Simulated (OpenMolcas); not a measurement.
W4+: moving or changing the point charges

W4+ among 6 point charges of -1.7 e arranged as a trigonal prism (D3h), 1.89 Å from the ion, with a polar angle of 47.6° against the regular 49.1°. The active orbitals were held to one l.
```
   1.3963    0.0000    1.2738  -1.70
  -0.6981    1.2092    1.2738  -1.70
  -0.6981   -1.2092    1.2738  -1.70
   1.3963    0.0000   -1.2738  -1.70
  -0.6981    1.2092   -1.2738  -1.70
  -0.6981   -1.2092   -1.2738  -1.70
```

```
Program             : OpenMolcas
Method              : CASSCF
Basis               : ANO-RCC-VTZP [8s7p5d3f2g1h]
Scalar Hamiltonian  : DKH2, point nucleus
Active space        : 2 electrons in 5 orbitals (5d)
State averaging     : 2S+1 = 3 even, 10 roots; 2S+1 = 1 even, 15 roots
Spin-orbit coupling : state interaction with AMFI integrals over the reference wave functions
```

Runs around this geometry, states (labels of D3, the rotations of D3h). Energies in cm-1 above the lowest state or level, χT in cm3 K/mol.

```csv
R (Å),Polar angle / regular,Ground state,First state of that spin,First gap with spin-orbit (degeneracies),χT at 300 K,First state of another spin
1.81,0.97,3A2,3E 2016,"1704 (1, 2)",0.082,1E 6536
1.89,0.97,3A2,3E 1148,"918.3 (1, 2)",0.101,1E 6901
1.89,1.05,3E,3A2 7585,"1785 (2, 2)",0.050,1A1 11023
```

Taking the first state of the same spin as R^-n, n = -ln(1148 / 2016) / ln(1.89 / 1.81) = 13.0 between the shortest and longest distance.

The ground state changes within this set.

Without dynamic correlation the repulsion within the d shell is too large (B by tens of per cent), so at a given field states of lower spin stand too high. Spin-orbit coupling mixes the spin-free states strongly: the lowest level takes only 70 % from its leading state, 3A2 (holds for R = 1.89, ratio = 0.97). An orbital doublet at a regular site is open to a Jahn-Teller distortion, which this geometry leaves out (holds for R = 1.89, ratio = 1.05). This is an electrostatic model: the charges have no orbitals. An unlabelled pair can be two single states that coincide in this model. No measured value stands beside these numbers.
